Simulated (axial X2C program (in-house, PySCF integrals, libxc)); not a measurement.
## PBr along the bond: PBE0, two-component

Computed with an in-house all-electron X2C program for linear molecules (integrals from PySCF). Two-component (2c) means X2C with spin–orbit coupling and atomic mean-field two-electron Coulomb and Gaunt terms. Basis: Br dyall-cv3z [8s9p6d4f1g], P dyall-v3z [8s7p2d1f] (cores contracted in-house); Gaussian nuclei, density fitting, unrestricted open shells. Masses: Br 78.918 u, P 30.974 u.

State: Ω = 1 (⟨Sz⟩ = 1.00, ⟨Lz⟩ = 0.00 at PBE0). Dipoles are positive if P is the positive end.

Results along the bond:

| R (Å) | μ (D) | HOMO (eV) | LUMO (eV) |
| --- | --- | --- | --- |
| 1.898 | -0.941 | -6.07 | -2.44 |
| 1.986 | -0.569 | -6.31 | -2.61 |
| 2.051 | -0.279 | -6.48 | -2.73 |
| 2.116 | 0.015 | -6.64 | -2.85 |
| 2.182 | 0.311 | -6.79 | -2.96 |
| 2.258 | 0.655 | -6.96 | -3.08 |
| 2.335 | 0.992 | -7.11 | -3.19 |
| 2.433 | 1.413 | -7.29 | -3.33 |
| 2.553 | 1.897 | -7.46 | -3.48 |
| 2.728 | 2.518 | -7.62 | -3.96 |

One determinant describes the state; a PBE0 search over occupations chose it and may have missed a lower one. Density functionals use the spin component along the axis (collinear). PBE0 can misorder states that lie within some tenths of an eV, so this need not be the ground state of the molecule. The nearest other 2c determinant of the search, Ω = 0, lies 0.84 eV up at the distance of the search. With several unpaired electrons one determinant need not be a pure state. Open-shell Ω = 0 determinants with evenly filled partner blocks cannot be reached by this program, so the Ω shown need not be the lowest component. This is the Ω = 1 component of a π² triplet; the 0⁺ component is not one determinant and can lie lowest.
